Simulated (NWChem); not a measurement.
CH$_{4}$O$_{2}$Si; SMILES O=C[SiH2]O

```xyz
8

O     -0.5526     1.7092     0.0000
C      0.5415     1.1629     0.0000
Si     0.5364    -0.7703     0.0000
O     -1.0858    -1.1050     0.0000
H      1.4620     1.7913     0.0000
H      1.2358    -1.2756    -1.2106
H      1.2358    -1.2756     1.2106
H     -1.5847    -0.2660     0.0000
```
Atoms are numbered in this order, from 1.

Program: NWChem. The geometry was optimised at B3LYP/6-31G* (spherical d). B3LYP is NWChem's, with the RPA form of VWN correlation.

For level BLYP/def2-TZVP:

```
Property                     Value
---------------------------  -----
highest occupied level (eV)  -5.95
orbital gap (eV)              2.99
dipole (D)                    1.89
```

**Question.** Estimate the same quantities for level B3LYP/def2-TZVP.

**Answer.** 
* **highest occupied level (eV)**: -7.29
* **orbital gap (eV)**: 5.10
* **dipole (D)**: 2.05
